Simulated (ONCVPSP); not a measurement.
**Pt (Z = 78): variants of one ONCV potential**

Base potential:

platinum (Pt), optimised norm-conserving Vanderbilt (ONCV), made with ONCVPSP 4.0.1 (LDA (Perdew-Wang 92), fully relativistic). Core [Kr] 4d10 4f14, reference 5s2 5p6 5d8 6s2. Waves: 5s+6s: rc 1.75 bohr, ncon 3, nbas 8, qcut 8.8 1/bohr, 2 projectors; 5p: rc 1.55 bohr, ncon 5, nbas 8, qcut 11.1 1/bohr, 2 projectors, debl 3.1 Ha; 5d: rc 1.95 bohr, ncon 5, nbas 10, qcut 9.6 1/bohr, 2 projectors, debl 2.3 Ha. Local part: polynomial inside 1.40 bohr (lpopt 5, dvloc0 0 Ha). Core correction: polynomial model core, fcfact 0.45.

Open shells are filled in proportion to 2j + 1.

All-electron outer shells of the reference configuration (LDA (PZ), scalar-relativistic, ld1.x):

```
shell  level (eV)  outermost node (bohr)  outermost maximum (bohr)
   5s     -104.90                   0.49                      0.87
   4f      -73.31                      –                      0.38
   5p      -58.83                   0.53                      0.98
   5d       -8.25                   0.57                      1.24
   6s       -6.78                   1.14                      2.32
```

Cutoffs, loose and tight: the cutoffs (Ha) at which the residual kinetic energy of the hardest occupied pseudo-wave falls to 1 and 0.1 mHa per electron. They do not see the model core or the augmentation charge, which bear on the density cutoff. Test errors are all-electron minus pseudo excitation energies from the reference, over the configurations 5s2 5p6 5d9 6s1; 5s2 5p6 5d9 6s0; 5s2 5p6 5d8 6s0; 5s1 5p6 5d9 6s1. A dash means not determined; rows that change the core or the reference have their own tests.

```csv
change,outcome,"cutoff, loose","cutoff, tight",bound ghosts,GHOST(+) flags above zero,largest test error (meV)
base,generated,41 Ha,49 Ha,none,none,-487
"all radii but the core radius scaled by about 0.82 (s 1.44, p 1.28, d 1.60 bohr); local potential polynomial inside 1.14 bohr (lpopt 5, dvloc0 0 Ha)","failed: ERROR pspot: first pseudo wave function has node, program will stop",–,–,–,–,–
"all radii but the core radius scaled by about 0.90 (s 1.58, p 1.40, d 1.76 bohr); local potential polynomial inside 1.26 bohr (lpopt 5, dvloc0 0 Ha)","failed: ERROR pspot: first pseudo wave function has node, program will stop",–,–,–,–,–
"all radii but the core radius scaled by about 1.27 (s 2.22, p 1.98, d 2.48 bohr); local potential polynomial inside 1.78 bohr (lpopt 5, dvloc0 0 Ha)","failed: ERROR pspot: first pseudo wave function has node, program will stop",–,–,–,–,–
```

Problem. What comes out with this change to the base: all radii but the core radius scaled by about 1.18 (s 2.06, p 1.82, d 2.30 bohr); local potential polynomial inside 1.64 bohr (lpopt 5, dvloc0 0 Ha)?

Solution. outcome: generated; cutoff, loose: 35 Ha; cutoff, tight: 42 Ha; bound ghosts: none; GHOST(+) flags above zero: none; largest test error (meV): -767.

Problem. What comes out with this change to the base: all radii but the core radius scaled by about 1.11 (s 1.94, p 1.72, d 2.16 bohr); local potential polynomial inside 1.56 bohr (lpopt 5, dvloc0 0 Ha)?

Solution. outcome: generated; cutoff, loose: 38 Ha; cutoff, tight: 45 Ha; bound ghosts: none; GHOST(+) flags above zero: s; largest test error (meV): -661.

Reading the sweep of the scale of all radii but the core radius (base = 1) (base included, trends over the rows without a ghost): The generation fails at 0.82, 0.9, 1.27.
